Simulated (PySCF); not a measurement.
C₄H₉O₂ (SMILES [CH2]OCCOC), doublet, at a GFN2-xTB geometry. Base run: CAMB3LYP/6-31G** run with PySCF.

The PySCF input:
```python
from pyscf import gto, scf, dft

mol = gto.Mole()
mol.atom = '''
    C     2.77665086    0.36707987   -0.36741398
    O     1.48404089    0.59626067   -0.00898571
    C     0.79265986   -0.50133145    0.53286416
    C    -0.67553091   -0.12856163    0.70659177
    O    -1.34980012   -0.35924637   -0.50587503
    C    -2.68826857    0.06159436   -0.48012240
    H     3.28799376   -0.49988360    0.01013616
    H     3.30837259    1.25198531   -0.65175762
    H     1.22965214   -0.77247067    1.50583187
    H     0.86002529   -1.36689995   -0.13892640
    H    -0.74368447    0.93182852    0.99097054
    H    -1.12315578   -0.73615109    1.50953134
    H    -3.25728402   -0.46832197    0.29485327
    H    -3.10500220   -0.16913098   -1.45802687
    H    -2.76391114    1.14024317   -0.29524372
'''
mol.basis = '6-31g**'
mol.spin = 1
mol.verbose = 3
mol.build()

mf = dft.UKS(mol)
mf.xc = 'camb3lyp'
mf.kernel()
mf.analyze()
```

Each row names what was changed in the base input (with any setting that the change needs).

| change | ΔE vs base (mEh) | fitting functions | dipole (D) | outcome |
|---|---|---|---|---|
| base | 0.000 | - | 1.77 | converged |
| exchange = seminumerical (SGX) (with mf = sgx.sgx_fit(mf, auxbasis='def2-universal-jfit'); with mf.with_df.dfj = True) | - | - | - | cut at the time limit |
| auxbasis = def2-tzvp-ri | -0.308 | 591 | 1.77 | converged |
| auxbasis = cc-pvtz-jkfit | -0.075 | 744 | 1.77 | converged |
| auxbasis = even-tempered beta=1.6 | 0.008 | 1447 | 1.77 | converged |
| auxbasis = cc-pvdz-jkfit | -0.216 | 627 | 1.77 | converged |
| auxbasis = cc-pvqz-jkfit | -0.031 | 1095 | 1.77 | converged |
| auxbasis = autoaux | -0.048 | 896 | 1.77 | converged |
| auxbasis = def2-svp-ri | -15.255 | 414 | 1.77 | converged |
| auxbasis = even-tempered beta=3.0 | -0.736 | 671 | 1.77 | converged |

A fitting set is made for a task (jfit for Coulomb, jkfit for Coulomb and exchange, ri for correlation) and for a family of orbital bases.

Open shells are given as the SCF converged; they aren't shown to be the lowest states, and a large step between rows can be another state.
